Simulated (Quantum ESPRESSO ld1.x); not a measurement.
S5+, 11 electrons, occupied as [Ne] 3s1 (the NIST ground configuration). Calculated with ld1.x of Quantum ESPRESSO 7.5: scalar-relativistic Kohn-Sham, BLYP, spin-unpolarised, spherical densities, point nucleus.

X-ray form factor f0, the Fourier transform of the density (f0(0) = 11):

| sin(theta)/lambda (1/angstrom) | f0 (electrons) |
|---|---|
| 0.05 | 10.922 |
| 0.1 | 10.699 |
| 0.15 | 10.358 |
| 0.2 | 9.935 |
| 0.25 | 9.465 |
| 0.3 | 8.978 |
| 0.4 | 8.017 |
| 0.5 | 7.107 |
| 0.6 | 6.251 |
| 0.8 | 4.720 |
| 1 | 3.517 |
| 1.25 | 2.511 |
| 1.5 | 1.930 |
| 2 | 1.413 |
